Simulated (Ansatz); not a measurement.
AlFH6N2Si (`[NH2][Al]([F])[NH][SiH3]`) at its PBE0-D4/def2-TZVP geometry, where that method's forces vanish. Charge 0, multiplicity 1.

```xyz
11

N     0.1870    0.7523    1.9944
Al    0.7375   -0.6053    1.0307
F     1.7043   -1.7460    1.7277
N     0.3046   -0.8204   -0.6765
Si   -0.6793    0.1765   -1.6766
H     0.4189    0.8921    2.9633
H    -0.4014    1.4953    1.6575
H     0.6842   -1.6419   -1.1286
H    -1.8813   -0.5360   -2.1933
H    -1.1316    1.3230   -0.8424
H     0.0570    0.7103   -2.8563
```

**Question.** What forces (eV/Å) does ωB97M-V/def2-TZVPP give on these atoms in Ansatz 0.2.0? (Best estimate.)

**Answer.** The calculation gave: 
```
N1  -0.013  0.027  0.014
Al2 -0.036  0.039 -0.035
F3   0.071 -0.082  0.052
N4   0.013 -0.037 -0.034
Si5 -0.123  0.116 -0.140
H6  -0.019  0.021 -0.020
H7   0.010  0.000  0.032
H8  -0.009  0.017  0.008
H9   0.142  0.084  0.062
H10  0.052 -0.123 -0.079
H11 -0.086 -0.063  0.140
```
